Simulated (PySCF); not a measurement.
## Structure elucidation problem

Molecular formula: C$_{5}$H$_{4}$F$_{2}$. Simulated spectra:

1H NMR (300 MHz, computed): δ 4.53 (m, 1H), 2.26 (s, 1H), 1.65 (m, 1H), 1.14 (m, 1H).

13C{1H} NMR (computed): δ 85.3, 84.3, 78.6, 70.5, 23.0.

All values are calculated (PySCF 2.14): σ from GIAO-PBE0/pcSseg-1, GFN2-xTB geometry. Non-relativistic Hamiltonian, one computed conformer, gas phase.

References, each an isolated molecule treated in the same way: 1H and 13C against TMS.

**Question.** Which candidate is it?
A. C=C=C=CC(F)F
B. FC1=C(F)CC=C1
C. C/C(F)=C1C=C/1F
D. C#C[C@@]1(F)C[C@@H]1F

**Answer.** D. 

1. The formula gives 3 degrees of unsaturation (1 ring in the answer).
2. 5 carbon signals for 5 carbons: no two carbons are equivalent.
3. Carbon types of the structure: 2 × C, 2 × CH, 1 × CH2, which accounts for all hydrogens.
4. δC 85.3: terminal alkyne carbon; sp carbons lie upfield of alkene carbons because the cylindrical π system leaves one tensor component strongly shielded.
5. δC 84.3: alkyne carbon; sp carbons lie upfield of alkene carbons because the cylindrical π system leaves one tensor component strongly shielded.
6. δC 78.6, 70.5, 23.0: three-membered-ring carbon.
7. δH 4.53, 1.65, 1.14: hydrogen on a three-membered-ring carbon.
8. δH 2.26: hydrogen on a terminal alkyne carbon; it lies on the axis of the triple bond, in its shielding cone.

The others: C=C=C=CC(F)F would give 3 signals for carbon-bound and other non-exchanging H, not 4; C/C(F)=C1C=C/1F would give 2 signals for carbon-bound and other non-exchanging H, not 4; FC1=C(F)CC=C1 would give 3 signals for carbon-bound and other non-exchanging H, not 4.

Splittings by 19F in the carbon and heteronuclear signals aren't shown, as no couplings were computed. Shifts are as computed. Against solution values, carbons near 30 ppm lie about +3 ppm off and those near 130 ppm about +5 ppm. Of 1211 compounds with measured shifts, 218 miss one by over three times the rms of a fit or turn the order of signals round; such compounds aren't used in these exercises. Multiplicities follow the n + 1 count of equivalent neighbours, as no J values were calculated; m marks all less simple cases, F and P coupling included.
